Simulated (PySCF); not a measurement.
CH10FNSi3, SMILES C[Si@H](F)N([SiH3])[SiH3]. Atoms are numbered in the order given.

```xyz
16

C      2.0273    -0.3578     1.4930
Si     0.9711    -0.8051     0.0249
F      1.7503    -0.3381    -1.3401
N     -0.5305     0.0825    -0.0306
Si    -1.7934    -0.2188     1.1536
Si    -0.7887     1.2886    -1.2954
H      2.9924    -0.8896     1.4677
H      2.2251     0.7261     1.5067
H      1.5183    -0.6249     2.4342
H      0.7464    -2.2687    -0.0700
H     -2.0612     0.9803     1.9946
H     -1.3122    -1.3226     2.0324
H     -3.0688    -0.6313     0.5073
H     -2.1032     1.9204    -0.9891
H     -0.8514     0.6810    -2.6502
H      0.2658     2.3361    -1.2788
```
Charge 0, spin multiplicity 1.

Coordinates come from a TPSSh-D3(BJ)/def2-SVP optimisation. The structure was generated by enumeration; whether it is a known compound was not checked. Other conformers were not sampled.

Two levels are set side by side: PBE/pcSseg-1 (PySCF) and PBE0/pcSseg-1 (PySCF). GIAO shifts against CFCl3 (¹⁹F), NH3 (¹⁵N), TMS (²⁹Si), TMS (¹H), TMS (¹³C) at the same level; non-relativistic, no solvent, atoms listed together averaged. Differences are taken from unrounded values.

```tsv
quantity	PBE0
δ(¹³C) of C1 (ppm)	3.6
δ(²⁹Si) of Si2 (ppm)	9.3
δ(¹⁹F) of F3 (ppm)	-181.1
δ(¹⁵N) of N4 (ppm)	4.4
δ(¹H) of H10 (ppm)	5.46
```

Q: What does PBE give, and how far is it from PBE0? (Estimate from the structure and the level; the computed values follow.)

A: 
```tsv
quantity	PBE	PBE minus PBE0
δ(¹³C) of C1 (ppm)	3.7	0.1
δ(²⁹Si) of Si2 (ppm)	10.2	0.9
δ(¹⁹F) of F3 (ppm)	-198.0	-16.9
δ(¹⁵N) of N4 (ppm)	11.6	7.2
δ(¹H) of H10 (ppm)	5.74	0.28
```

Rough cost on one machine, each run with all the roots and properties that it gave: PBE0 against PBE within a factor of 2.
